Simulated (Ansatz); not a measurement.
Computed with Ansatz on PBE0-D4/def2-TZVP structures; ΔE is electronic, products minus reactants. CCSD(T)/CBS is the MP2 limit (def2-TZVPP, def2-QZVPP) plus CCSD(T) − MP2 in def2-TZVPP, frozen cores. DFT in def2-TZVPP. Each species was taken in one conformer, which may not be the lowest.

`C=C(F)[SiH](O)F` + `C[SiH](O)O` → `C[Si@H](O)O[Si@@H](O)F` + `C=CF`  (ligand exchange at the Si–C bond)

`C=C(F)[SiH](O)F`:

Z-matrix (Å, degrees):
```
Si
O 1 1.627
C 1 1.871 2 110.2
F 1 1.593 2 111.4 3 -118.0
H 1 1.473 2 107.0 3 123.8
H 2 0.959 1 118.9 3 60.4
F 3 1.352 1 114.9 2 -168.1
C 3 1.324 1 125.7 2 13.1
H 8 1.084 3 121.8 1 179.0
H 8 1.082 3 119.5 1 -0.2
```

`C[SiH](O)O`:

Cartesian coordinates in Å:
```
C 0.126 -0.019 -1.350
Si -0.152 -0.326 0.455
O 1.309 -0.062 1.169
O -1.334 0.629 1.089
H 0.493 0.997 -1.523
H 0.871 -0.712 -1.748
H -0.801 -0.149 -1.914
H -0.637 -1.698 0.742
H 1.375 -0.236 2.109
H -1.250 1.576 0.971
```

`C[Si@H](O)O[Si@@H](O)F`:

Z-matrix (Å, degrees):
```
C
Si 1 1.844
H 1 1.092 2 111.0
H 1 1.092 2 110.7 3 -120.5
H 1 1.093 2 110.3 3 119.9
O 2 1.659 1 108.0 3 -64.9
O 2 1.640 1 110.0 3 177.2
H 2 1.484 1 113.4 3 56.2
H 6 0.958 2 117.1 1 144.7
Si 7 1.626 2 135.0 1 103.2
O 10 1.624 7 111.1 2 -18.2
F 10 1.591 7 107.1 2 102.4
H 10 1.467 7 111.4 2 -140.3
H 11 0.964 10 115.7 7 31.8
```

`C=CF`:

Cartesian coordinates in Å:
```
C 0.634 -0.018 0.298
C -0.525 0.002 -0.324
F -1.676 0.233 0.315
H 0.708 0.153 1.365
H 1.535 -0.210 -0.268
H -0.676 -0.160 -1.386
```

CCSD(T)/CBS gives -35.4 kcal/mol.

Question: Another level gave -35.0 kcal/mol. Which?
A. ωB97M-V/def2-TZVPP
B. PBE0/def2-TZVPP
C. PBE-D4/def2-TZVPP
D. HF/def2-TZVPP

Answer: A. ωB97M-V -35.0, PBE-D4 -31.8, PBE0 -33.1, HF/def2-TZVPP -38.6 kcal/mol.

Largest T1 diagnostic among the species: 0.012.

From PBE to PBE0 (25 % exact exchange), in def2-TZVPP and without D4, ΔE moves by −2.0 kcal/mol. In def2-TZVPP, CCSD(T) changes the Hartree–Fock value by +3.2 kcal/mol (the triples alone add +0.5 kcal/mol) and MP2 by +3.0 kcal/mol.
